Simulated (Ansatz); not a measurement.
Geometry optimisation, RKS PBE-D4/def2-SVP in Ansatz.

Input:

```yaml
crystal:
  periodic: [false, false, false]
  atoms:
    - { symbol: Ge, position_ang: [1.505938, 0.620934, 0.318169] }
    - { symbol: H, position_ang: [-0.530708, -0.379391, -1.3427] }
    - { symbol: Se, position_ang: [-1.782851, -0.759482, -0.601492] }
    - { symbol: H, position_ang: [1.229896, 0.837376, 1.893873] }
    - { symbol: H, position_ang: [1.917727, -0.916863, 0.57232] }
    - { symbol: H, position_ang: [-2.340002, 0.597527, -0.84017] }
basis:
  gaussian: { orbitals: def2-SVP }
hamiltonian:
  xc: pbe
  dispersion: d4
relax:
  f_tol: 0.03
  max_steps: 50
```

Launched with:

```bash
$ ansatz run input.yaml --threads 2 --pin off --max-ram 3072MiB --backend cpu --events-out ev --progress --plain --runs-dir out
```

Q: Where does it end, and by what steps?

A: The forces met the threshold. After 8 steps the energy has fallen by 0.620 eV; Se3 moved furthest, 0.88 Å. Joined: Ge1–Se3 (3.68 → 2.65 Å).

| step | energy less start (eV) | largest force component (eV/Å) | accepted |
| --- | --- | --- | --- |
| 0 | 0.0000 | 0.511 | yes |
| 1 | -0.1392 | 0.328 | yes |
| 2 | -0.2487 | 0.300 | yes |
| 3 | -0.3584 | 0.752 | yes |
| 4 | -0.4731 | 0.972 | yes |
| 5 | -0.5551 | 1.005 | yes |
| 6 | -0.6176 | 0.070 | yes |
| 7 | -0.6076 | 0.276 | no |
| 8 | -0.6199 | 0.012 | yes |

```xyz
6
Properties=species:S:1:pos:R:3
Ge 1.286 0.694 0.300
H -0.810 -0.733 -1.704
Se -1.029 -0.473 -0.253
H 0.685 0.651 1.803
H 1.731 -0.858 0.441
H -1.863 0.718 -0.587
```

Whether the end is a true minimum wasn't checked by a vibrational analysis.

Run time: 7.6 s on 2 threads of Intel(R) Xeon(R) Platinum 8488C (Sapphire Rapids), with other jobs on the host, peak memory 0.14 GiB.
